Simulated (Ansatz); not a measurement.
```yaml
crystal:
  periodic: [false, false, false]
  atoms:
    - {symbol: Mg, position_ang: [-1.472864, 0.041945, 2.919468]}
    - {symbol: S, position_ang: [-0.060736, -1.755705, 3.241428]}
    - {symbol: Mg, position_ang: [1.519666, -0.124013, 2.890302]}
    - {symbol: S, position_ang: [0.164862, 1.975065, 3.174179]}
    - {symbol: Mg, position_ang: [-0.577083, 2.200927, 0.965591]}
    - {symbol: S, position_ang: [-2.577840, 0.878734, 0.927913]}
    - {symbol: Mg, position_ang: [-2.298788, -0.637401, -0.792633]}
    - {symbol: S, position_ang: [-0.864670, -2.559374, -1.041321]}
    - {symbol: Mg, position_ang: [0.506152, -2.105201, 0.931305]}
    - {symbol: S, position_ang: [2.399282, -0.984173, 0.933195]}
    - {symbol: Mg, position_ang: [2.239518, 0.606818, -0.957941]}
    - {symbol: S, position_ang: [0.758338, 2.777930, -0.764242]}
    - {symbol: S, position_ang: [-1.961605, 0.239122, -3.221034]}
    - {symbol: Mg, position_ang: [-0.017265, -1.260241, -2.771819]}
    - {symbol: S, position_ang: [1.788390, -0.368701, -3.221500]}
    - {symbol: Mg, position_ang: [0.332111, 1.529179, -2.921455]}
basis:
  gaussian: {orbitals: pcseg-2}
hamiltonian: {xc: {name: PBE0}}
scf: {omitted_lower_state_checks: [starts]}
relax: {f_tol: 0.001, max_steps: 1}
```

```sh
$ ansatz run in.yaml --threads 4 --pin off --events-out ev --progress --plain --max-ram 6963MiB
```

Question: Does this run fit into the memory that it is given?

Answer: No. It has 424 basis functions, and the program plans for 7 GiB where 7 GiB are given.
